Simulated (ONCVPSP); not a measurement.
## C: variants of one ONCV potential

Base potential:

* Element: C (Z = 6)
* Generator: ONCVPSP 4.0.1
* Type: optimised norm-conserving Vanderbilt (ONCV)
* Functional: PBEsol
* Relativity: scalar-relativistic
* Frozen core: [He]
* Valence charge: 4
* Reference configuration: 2s1 2p3
* Partial waves: 2s: rc 1.20 bohr, ncon 4, nbas 7, qcut 6.8 1/bohr, 1 projector; 2p: rc 1.75 bohr, ncon 4, nbas 7, qcut 8.2 1/bohr, 2 projectors, debl 2.4 Ha; d scattering state at 0.19 Ha: rc 1.55 bohr, ncon 4, nbas 7, qcut 6.8 1/bohr, 2 projectors, debl 1.7 Ha
* Local potential: polynomial inside 1.00 bohr (lpopt 3, dvloc0 1 Ha)
* Core correction: polynomial model core, fcfact 0.25

Cutoffs, loose and tight: the cutoffs (Ha) at which the residual kinetic energy of the hardest occupied pseudo-wave falls to 1 and 0.1 mHa per electron. They do not see the model core or the augmentation charge, which bear on the density cutoff. Test errors are all-electron minus pseudo excitation energies from the reference, over the configurations 2s2 2p2; 2s2 2p1; 2s2 2p0; 2s1 2p2. A dash means not determined; rows that change the core or the reference have their own tests.

1 further variants are left out, since the program set their typed debl aside.

```csv
change,outcome,"cutoff, loose","cutoff, tight",bound ghosts,GHOST(+) flags above zero,largest test error (meV)
base,generated,20 Ha,28 Ha,none,none,+193
"local potential polynomial inside 1.00 bohr (lpopt 3, dvloc0 -3 Ha)",generated,20 Ha,28 Ha,none,none,+198
"core correction polynomial model core, fcfact 0.56",generated,20 Ha,28 Ha,none,none,+188
s: nproj 2,generated,20 Ha,28 Ha,none,none,+181
"p: ncon 5, nbas 8",generated,21 Ha,28 Ha,none,none,+153
"local potential polynomial inside 0.90 bohr (lpopt 5, dvloc0 0 Ha)",generated,20 Ha,28 Ha,none,none,+195
d: nbas 9,generated,20 Ha,28 Ha,none,none,+193
p: qcut 6,generated,19 Ha,28 Ha,none,none,+307
"core correction polynomial model core, fcfact 0.65",generated,20 Ha,28 Ha,none,none,+187
```

(1) What comes out with this change to the base: s: qcut 8.7; p: qcut 10.4; d: qcut 8.7?

(2) What comes out with this change to the base: all radii but the core radius scaled by about 0.77 (s 0.92, p 1.34, d 1.20 bohr); local potential polynomial inside 0.78 bohr (lpopt 3, dvloc0 1 Ha)?

(3) What comes out with this change to the base: reference 2s2 2p1.75?

Answers

(1) outcome: generated; cutoff, loose: 23 Ha; cutoff, tight: 29 Ha; bound ghosts: none; GHOST(+) flags above zero: none; largest test error (meV): +117.

(2) outcome: generated; cutoff, loose: 25 Ha; cutoff, tight: 41 Ha; bound ghosts: none; GHOST(+) flags above zero: none; largest test error (meV): +85.

(3) outcome: generated; cutoff, loose: 20 Ha; cutoff, tight: 31 Ha; bound ghosts: none; GHOST(+) flags above zero: none; largest test error (meV): +125.
